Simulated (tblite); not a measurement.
Species: C6H13ClGeO.
Numbering: `[CH3:1][CH2:2][C@:3]1([Cl:4])[CH2:5][CH2:6][GeH2:7][O:8][CH2:9]1` (hydrogens: H10, H11, H12 on C1; H13, H14 on C2; H15, H16 on C5; H17, H18 on C6; H19, H20 on Ge7; H21, H22 on C9)

Computed with GFN2-xTB (tblite), gas phase: L-BFGS steps from a force-field or distance-geometry start until the largest atomic force falls under 0.01 eV/Å.

Step 46: E = -817.6076 eV
```
atom  x, y, z in Å  |  force x, y, z in eV/Å
C1     -2.7708    0.4694   -0.0218   -0.016   0.010   0.020
C2     -1.7604   -0.6677   -0.1040    0.028  -0.022  -0.005
C3     -0.3244   -0.3073    0.2997    0.006   0.000   0.038
Cl4    -0.3237    0.0854    2.0499    0.005   0.006   0.038
C5      0.2140    0.9065   -0.4571   -0.018   0.022  -0.018
C6      1.5775    1.4094    0.0251   -0.022  -0.019  -0.012
Ge7     2.8540   -0.0978   -0.0562    0.028  -0.017  -0.013
O8      1.8736   -1.4497    0.5116    0.007  -0.006   0.021
C9      0.5364   -1.5654    0.1230    0.009  -0.024  -0.006
H10    -2.7074    0.9639    0.9434    0.007   0.019   0.018
H11    -2.6151    1.2012   -0.8096    0.019   0.023   0.003
H12    -3.7750    0.0694   -0.1354   -0.011  -0.013   0.005
H13    -2.0877   -1.4778    0.5514   -0.029  -0.013  -0.021
H14    -1.7339   -1.0573   -1.1244   -0.015  -0.002  -0.022
H15    -0.5093    1.7179   -0.3618   -0.009   0.039  -0.013
H16     0.2754    0.6342   -1.5161    0.014  -0.027  -0.013
H17     1.5050    1.7548    1.0574   -0.028   0.008  -0.025
H18     1.8843    2.2580   -0.5854   -0.012  -0.024  -0.003
H19     4.0022   -0.1644    0.8992    0.013  -0.011   0.016
H20     3.3000   -0.4179   -1.4752   -0.006   0.015   0.021
H21     0.1077   -2.3723    0.7298    0.012   0.003   0.012
H22     0.4672   -1.8729   -0.9299    0.017   0.034  -0.039
```

Step 47: E = -817.6082 eV
```
atom  x, y, z in Å  |  force x, y, z in eV/Å
C1     -2.7716    0.4706   -0.0189   -0.008  -0.002   0.014
C2     -1.7621   -0.6672   -0.1031    0.045  -0.026   0.004
C3     -0.3253   -0.3081    0.2993    0.025   0.006   0.020
Cl4    -0.3196    0.0859    2.0486   -0.004   0.000   0.043
C5      0.2126    0.9049   -0.4590   -0.008   0.034  -0.023
C6      1.5774    1.4077    0.0218   -0.031  -0.012  -0.016
Ge7     2.8566   -0.0985   -0.0553   -0.016  -0.011   0.010
O8      1.8732   -1.4500    0.5123    0.011   0.004   0.009
C9      0.5365   -1.5657    0.1205    0.014  -0.020  -0.002
H10    -2.7127    0.9587    0.9499    0.008   0.021   0.011
H11    -2.6112    1.2060   -0.8021    0.017   0.029   0.005
H12    -3.7749    0.0712   -0.1404   -0.021  -0.012   0.007
H13    -2.0886   -1.4760    0.5541   -0.035  -0.024  -0.027
H14    -1.7362   -1.0571   -1.1238   -0.020   0.003  -0.007
H15    -0.5097    1.7175   -0.3637   -0.005   0.035  -0.005
H16     0.2708    0.6327   -1.5182    0.024  -0.030  -0.010
H17     1.5042    1.7560    1.0533   -0.025   0.000  -0.029
H18     1.8836    2.2559   -0.5897   -0.011  -0.029  -0.007
H19     3.9988   -0.1616    0.9064    0.023  -0.013   0.020
H20     3.3087   -0.4193   -1.4705   -0.002   0.009   0.005
H21     0.1083   -2.3739    0.7260    0.007   0.003   0.001
H22     0.4705   -1.8703   -0.9338    0.009   0.033  -0.024
```

Step 48: E = -817.6089 eV
```
atom  x, y, z in Å  |  force x, y, z in eV/Å
C1     -2.7720    0.4721   -0.0157    0.007  -0.015   0.005
C2     -1.7632   -0.6670   -0.1024    0.040  -0.018   0.012
C3     -0.3259   -0.3091    0.2994    0.033   0.012  -0.005
Cl4    -0.3158    0.0866    2.0480   -0.011  -0.008   0.038
C5      0.2109    0.9033   -0.4614    0.001   0.032  -0.022
C6      1.5763    1.4055    0.0184   -0.029  -0.004  -0.018
Ge7     2.8588   -0.0992   -0.0541   -0.054  -0.001   0.036
O8      1.8729   -1.4498    0.5146    0.015   0.008  -0.004
C9      0.5374   -1.5663    0.1182    0.018  -0.003   0.004
H10    -2.7162    0.9544    0.9564    0.008   0.020   0.001
H11    -2.6071    1.2113   -0.7947    0.011   0.027   0.014
H12    -3.7747    0.0736   -0.1441   -0.022  -0.008   0.010
H13    -2.0904   -1.4747    0.5556   -0.034  -0.032  -0.032
H14    -1.7385   -1.0564   -1.1239   -0.020   0.008   0.012
H15    -0.5104    1.7172   -0.3669    0.000   0.025   0.000
H16     0.2669    0.6298   -1.5206    0.030  -0.029  -0.003
H17     1.5020    1.7562    1.0491   -0.021  -0.006  -0.028
H18     1.8822    2.2536   -0.5931   -0.006  -0.027  -0.016
H19     3.9963   -0.1584    0.9127    0.028  -0.013   0.021
H20     3.3155   -0.4209   -1.4658    0.004   0.001  -0.013
H21     0.1094   -2.3759    0.7221    0.003   0.001  -0.014
H22     0.4753   -1.8668   -0.9380    0.000   0.031   0.001
```

**Question.** Estimate the geometry and energy of step 49. (The exact step hangs on the optimiser's Hessian estimate; all steps are aligned on step 48, rigid shifts and turns removed.)

**Answer.** E = -817.6096 eV, largest force 0.086 eV/Å
```
atom  x, y, z in Å  |  force x, y, z in eV/Å
C1     -2.7718    0.4738   -0.0127    0.021  -0.023  -0.003
C2     -1.7636   -0.6670   -0.1020    0.016  -0.003   0.018
C3     -0.3259   -0.3101    0.2997    0.026   0.014  -0.026
Cl4    -0.3130    0.0872    2.0483   -0.015  -0.017   0.022
C5      0.2090    0.9017   -0.4643    0.005   0.016  -0.014
C6      1.5742    1.4031    0.0154   -0.015   0.006  -0.015
Ge7     2.8599   -0.0997   -0.0523   -0.067   0.009   0.053
O8      1.8731   -1.4491    0.5185    0.016   0.002  -0.013
C9      0.5390   -1.5668    0.1166    0.017   0.020   0.009
H10    -2.7176    0.9517    0.9620    0.007   0.013  -0.009
H11    -2.6034    1.2166   -0.7881    0.003   0.015   0.024
H12    -3.7748    0.0766   -0.1458   -0.012  -0.001   0.012
H13    -2.0932   -1.4743    0.5553   -0.024  -0.037  -0.034
H14    -1.7407   -1.0547   -1.1246   -0.015   0.012   0.028
H15    -0.5113    1.7170   -0.3711    0.004   0.011   0.002
H16     0.2640    0.6250   -1.5229    0.032  -0.022   0.003
H17     1.4981    1.7552    1.0453   -0.018  -0.006  -0.018
H18     1.8802    2.2512   -0.5954    0.001  -0.018  -0.029
H19     3.9955   -0.1554    0.9174    0.023  -0.012   0.017
H20     3.3197   -0.4224   -1.4617    0.006  -0.005  -0.023
H21     0.1109   -2.3780    0.7182   -0.002  -0.002  -0.029
H22     0.4816   -1.8622   -0.9420   -0.007   0.025   0.027
```

The energy changes by -0.0007 eV. The first-order estimate −F·Δx gives -0.0010 eV and the mean of the old and new forces, exact on a quadratic surface, -0.0007 eV. The step makes an angle of 74° with the force vector and moves no atom by more than 0.009 Å.

The cost below is that of the whole relaxation. On one thread, Arm Neoverse V1 (aarch64), no GPU, on a shared host, this took 1.6 s wall.
